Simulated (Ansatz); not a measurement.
Consider the substitution at a C–C bond: `C#CC[TeH]` + `CC=N` → `C/C=N\C[TeH]` + acetylene.

Gas-phase electronic energies from Ansatz, PBE0-D4/def2-TZVP geometries. CBS: MP2 limit from def2 TZ/QZ plus the TZ coupled-cluster correction, frozen cores. This one scheme is used for every species. Functionals use def2-TZVPP. B3LYP here is the variant with VWN-RPA as its local correlation; programs differ in this. Elements past krypton have def2 core potentials. For Te outer-core shells are correlated without core-valence functions, which leaves a few kJ/mol of doubt a bond. Each species was taken in one conformer, which may not be the lowest.

`C#CC[TeH]`:

```xyz
8

C    -0.538   -2.095   -0.001
C    -0.241   -0.950    0.206
C     0.115    0.427    0.415
Te    0.339    1.393   -1.517
H    -0.801   -3.112   -0.172
H    -0.661    0.962    0.961
H     1.066    0.519    0.939
H     0.722    2.856   -0.832
```

`CC=N`:

Cartesian coordinates in Å:
```
C 0.326 -0.056 0.750
C 0.112 -0.094 -0.727
N -0.931 0.219 -1.368
H 1.165 0.603 0.994
H -0.564 0.292 1.277
H 0.592 -1.051 1.120
H 0.968 -0.435 -1.319
H -1.668 0.523 -0.728
```

`C/C=N\C[TeH]`:

Cartesian coordinates in Å:
```
C -0.230 -0.523 -1.531
C 0.977 -0.092 -0.761
N 1.001 0.516 0.352
C -0.221 0.899 0.975
Te -1.051 -0.682 2.215
H 0.050 -0.975 -2.481
H -0.801 -1.256 -0.950
H -0.900 0.318 -1.734
H 1.952 -0.345 -1.182
H -0.050 1.732 1.653
H -1.041 1.151 0.292
H 0.314 -0.744 3.152
```

`C#C`:

```xyz
4

C     0.285   -0.370   -0.374
C    -0.285    0.370    0.374
H     0.791   -1.029   -1.040
H    -0.791    1.029    1.040
```

```json
{"level": "r2SCAN-D4", "ΔE (eV)": "0.43"}
{"level": "B3LYP-D4", "ΔE (eV)": "0.42"}
{"level": "ωB97X-V", "ΔE (eV)": "0.43"}
{"level": "PBE", "ΔE (eV)": "0.48"}
{"level": "r2SCAN", "ΔE (eV)": "0.45"}
{"level": "HF/def2-TZVPP", "ΔE (eV)": "0.57"}
{"level": "CCSD(T)/def2-TZVPP", "ΔE (eV)": "0.40"}
{"level": "CCSD/CBS(def2)", "ΔE (eV)": "0.42"}
```

What does CCSD(T)/CBS give? (An estimate is asked.)

Ansatz gave: +0.38 eV. The listed levels differ from it by 0.05, 0.04, 0.05, 0.10, 0.07, 0.19, 0.02, 0.04 eV.

Largest T1 diagnostic among the species: 0.013.

In def2-TZVPP, CCSD(T) changes the Hartree–Fock value by −0.17 eV (the triples alone add −0.04 eV) and MP2 by −0.17 eV. The D4 term adds −0.08 eV with B3LYP and −0.05 eV with PBE0; it sums over pairs of atoms, weighted by their polarisabilities, and B3LYP, whose exchange is more repulsive, gets the larger term.
